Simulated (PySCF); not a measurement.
**[Lu(NH3)8]3+ at several levels of theory**

Computed with PySCF 2.14.0 (density fitting, no spin-orbit coupling) at the geometry relaxed with BP86:

```xyz
33
[Lu(NH3)8]3+ (singlet in the valence; each metal's 4f electrons, 14 of them, lie in its core potential, out of spins and levels)
Lu    0.0000    0.0000    0.0006
N     2.1368    0.0625    1.4197
H     1.9811    0.0049    2.4430
H     2.8131   -0.7035    1.2500
H     2.7220    0.9121    1.3271
N    -0.0625    2.1368    1.4197
H    -0.0049    1.9811    2.4430
H     0.7035    2.8131    1.2500
H    -0.9121    2.7220    1.3271
N    -2.1368   -0.0625    1.4197
H    -1.9811   -0.0049    2.4430
H    -2.8131    0.7035    1.2500
H    -2.7220   -0.9121    1.3271
N     0.0625   -2.1368    1.4197
H     0.0049   -1.9811    2.4430
H    -0.7035   -2.8131    1.2500
H     0.9121   -2.7220    1.3271
N     1.4727    1.5499   -1.4194
H     2.4923    1.4853   -1.2487
H     1.4040    1.3965   -2.4423
H     1.2873    2.5650   -1.3296
N    -1.5499    1.4727   -1.4194
H    -1.4853    2.4923   -1.2487
H    -1.3965    1.4040   -2.4423
H    -2.5650    1.2873   -1.3296
N    -1.4727   -1.5499   -1.4194
H    -2.4923   -1.4853   -1.2487
H    -1.4040   -1.3965   -2.4423
H    -1.2873   -2.5650   -1.3296
N     1.5499   -1.4727   -1.4194
H     1.4853   -2.4923   -1.2487
H     1.3965   -1.4040   -2.4423
H     2.5650   -1.2873   -1.3296
```

```json
{"level": "BP86", "basis": "Lu lcecp-1-SVP with ECP60, N def2-SVP, H def2-SVP", "state": "singlet", "HOMO (eV)": "-18.59", "gap (eV)": "6.92", "charge on Lu1 (e)": "0.29", "population of f-type functions on Lu1 (polarisation alone where 4f lies in the core)": "0.03", "dipole about the centre of mass (D)": "0.00", "largest force component (eV/Å)": "0.00"}
{"level": "HF", "basis": "the same", "state": "singlet", "HOMO (eV)": "-24.07", "gap (eV)": "16.21", "charge on Lu1 (e)": "1.47", "population of f-type functions on Lu1 (polarisation alone where 4f lies in the core)": "0.03", "dipole about the centre of mass (D)": "0.01", "largest force component (eV/Å)": "1.31"}
{"level": "PBE", "basis": "the same", "state": "singlet", "HOMO (eV)": "-18.50", "gap (eV)": "6.87", "charge on Lu1 (e)": "0.28", "population of f-type functions on Lu1 (polarisation alone where 4f lies in the core)": "0.03", "dipole about the centre of mass (D)": "0.00", "largest force component (eV/Å)": "0.04"}
{"level": "revPBE", "basis": "the same", "state": "singlet", "HOMO (eV)": "-18.49", "gap (eV)": "6.98", "charge on Lu1 (e)": "0.43", "population of f-type functions on Lu1 (polarisation alone where 4f lies in the core)": "0.03", "dipole about the centre of mass (D)": "0.00", "largest force component (eV/Å)": "0.12"}
{"level": "B3LYP", "basis": "the same", "state": "singlet", "HOMO (eV)": "-19.82", "gap (eV)": "8.79", "charge on Lu1 (e)": "0.53", "population of f-type functions on Lu1 (polarisation alone where 4f lies in the core)": "0.03", "dipole about the centre of mass (D)": "0.00", "largest force component (eV/Å)": "0.38"}
```

In the lcecp rows the 4f levels are missing from HOMO and gap, and the state counts the valence alone.

Charges are Mulliken's, which hang on the basis. The relaxation used the grid (50, 194), these runs (75, 302) or, all-electron (x2c bases, spin-free X2C Hamiltonian), (99, 590).

Question: What does BP86 with Lu lcecp-1-TZVP with ECP60, N def2-TZVP, H def2-TZVP give here?

Answer: state singlet, HOMO (eV) -18.70, gap (eV) 6.87, charge on Lu1 (e) 1.53, population of f-type functions on Lu1 (polarisation alone where 4f lies in the core) 0.04, dipole about the centre of mass (D) 0.00, largest force component (eV/Å) 0.34. Time: 71 s on 8 threads of Arm Neoverse V1, on a shared host, from free ions and atoms.

In the first row's basis the gap widens with exact exchange: 6.9 to 7.0 eV for PBE, BP86, revPBE (none); 8.8 eV for B3LYP (a fixed share); 16.2 eV for Hartree–Fock (rising or full at long range).

An lcecp potential fixes the number of 4f electrons, so in runs with it no electron can move into or out of that shell.
